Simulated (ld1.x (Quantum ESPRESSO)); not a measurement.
**Before and after: RRKJ potential for Bi (Z = 83)**

```
Element                 : bismuth (Bi)
Generator               : ld1.x (Quantum ESPRESSO) 7.5
Type                    : norm-conserving RRKJ (Kleinman–Bylander form)
Functional              : PBEsol
Relativity              : scalar-relativistic
Frozen core             : [Xe] 4f14
Valence charge          : 15
Reference configuration : 5d10 6s1.75 6p3.25
Partial waves           : 6p (bound): rc 1.95 bohr; 5d (bound): rc 2.05 bohr; 5f channel at -0.05 Ry: rc 1.55 bohr; 6s (bound): rc 1.80 bohr
Local potential         : the s channel
Core correction         : a·sin(br)/r model core inside 0.80 bohr
rho0                    : 0.01
```

Change: all radii but the core radius scaled by about 1.40 (s 2.52, p 2.72, d 2.86, f 2.16 bohr).

Cutoffs: the cutoffs (Ry, on a coarse ladder) from which the occupation-weighted sum of valence levels, in a spherical-Bessel basis at the reference potential, stays within 10 and 1 mRy of its value at 400 Ry; they do not see the model core or the augmentation charge, which bear on the density cutoff. Errors are all-electron minus pseudo energies relative to the spin-unpolarised reference configuration.

**Question.** What does the change do?

**Answer.** The potential gets softer (45 Ry and 60 Ry → 25 Ry and 35 Ry); the number of tests that count goes from 7 to 0; neither file shows a bound ghost at the reference potential, the only one tested. A larger radius leaves more room for a smooth pseudo-wave, so fewer plane waves are needed.

| quantity | base | changed |
| --- | --- | --- |
| cutoff, loose | 45 Ry | 25 Ry |
| cutoff, tight | 60 Ry | 35 Ry |
| loose cutoff by channel (10 mRy a level) | p 21 Ry, d 40 Ry, s 21 Ry | p 12 Ry, d 21 Ry, s 10 Ry |
| bound ghosts | none | none |
| tests counted (converged, no solver errors) | 7 of 7 | 0 of 7 |

Changed file: Tests not counted: all (the test run did not reproduce the reference configuration, from which every error is measured).
